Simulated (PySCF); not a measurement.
## Basis and Hamiltonian dependence of the excitation energy of Mo

Mo [Kr] 4d5 5s1 (7S) → Mo [Kr] 4d4 5s1 6s1 (7D). Calculated with PySCF 2.14 from differences of total energies of unrestricted determinants, without spin-orbit coupling. Values in eV.

```tsv
basis	Hamiltonian	functions	UHF	r2SCAN	PBE0	MP2 (valence)	CCSD(T) (valence)	CCSD(T) (valence and next inner shell)
def2-TZVPPD with the def2 core potential (28 electrons)	ECP	56	6.876	7.475	7.336	7.366	7.324	7.316
ANO-RCC-VTZP	spin-free X2C	68	5.918	6.858	6.667	6.525	6.545	6.608
aug-cc-pwCVDZ-PP with ECP28MDF	ECP	70	5.453	6.459	6.275	6.094	6.102	6.068
aug-cc-pVTZ-PP with ECP28MDF	ECP	88	5.445	6.452	6.278	6.111	6.127	n/a
aug-cc-pVTZ-DK	spin-free X2C	102	5.421	6.506	6.311	6.088	6.099	n/a
aug-cc-pVTZ-PP with one added diffuse shell each of s, p, d, f, g type with ECP28MDF	ECP	113	5.441	6.450	6.276	6.111	n/a	n/a
```

Frozen in the all-electron rows: valence: [Kr]; valence and next inner shell: [Ar] 3d10; with a core potential, the same shells as far as they lie outside it.

At UHF, def2-TZVPPD with the def2 core potential (28 electrons), ANO-RCC-VTZP lie more than 0.3 eV from the median of the rows with comparable relativity. Of these, def2-TZVPPD with the def2 core potential (28 electrons), ANO-RCC-VTZP have no diffuse functions of the l that the added or promoted electron needs.
